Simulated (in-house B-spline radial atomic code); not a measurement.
## The strontium ion Sr⁸⁺: [Ar] 3d10 4s2

Level of theory: Dirac-Kohn-Sham LDA VWN5, spherical fractional occupations, Fermi nucleus of rms radius 4.224 fm; calculated with an all-electron radial atomic-structure program (B-spline basis).

Screening seen three ways: the hydrogenic charge with the same mean radius, Z_r = [3n² - l(l+1)]/(2<r>), the one with the same energy, Z_e = n√(-2ε), and Slater's rules. Values are occupation-weighted means over j. An effective charge above Z reflects the relativistic contraction of the inner shells.

| shell | electrons | ε (eV) | <r> (bohr) | Z_r | Z_e | Slater |
| --- | --- | --- | --- | --- | --- | --- |
| 1s | 2 | -16041 | 0.0392 | 38.26 | 34.34 | 37.70 |
| 2s | 2 | -2285.5 | 0.1724 | 34.81 | 25.92 | 33.85 |
| 2p | 6 | -2048.4 | 0.1503 | 33.27 | 24.54 | 33.85 |
| 3s | 2 | -460.77 | 0.4908 | 27.51 | 17.46 | 26.75 |
| 3p | 6 | -383.9 | 0.4957 | 25.21 | 15.94 | 26.75 |
| 3d | 10 | -256.07 | 0.4904 | 21.41 | 13.01 | 16.85 |
| 4s | 2 | -151.19 | 1.197 | 20.04 | 13.33 | 12.35 |

The least bound orbital is 4s1/2 at -151.2 eV, and it is also the most diffuse (<r> = 1.197 bohr).

Spin-orbit splittings of the orbital energies (j = l + 1/2 above j = l - 1/2 when positive): 2p 68.37 eV, 3p 10.62 eV, 3d 1.879 eV.

For the 1s electron the small component carries 1.9 % of the norm, the zero-frequency Breit interaction raises the level by 27.95 eV, self-energy by 15.01 eV, and vacuum polarisation lowers it by 1.618 eV.

The density falls to 0.001 bohr⁻³ at 2.337 bohr; Σ<r²> = 8.6455 bohr² gives, by the non-relativistic formula and without the paramagnetism of open shells, a Langevin diamagnetic susceptibility of -6.847×10⁻⁶ cm³/mol.
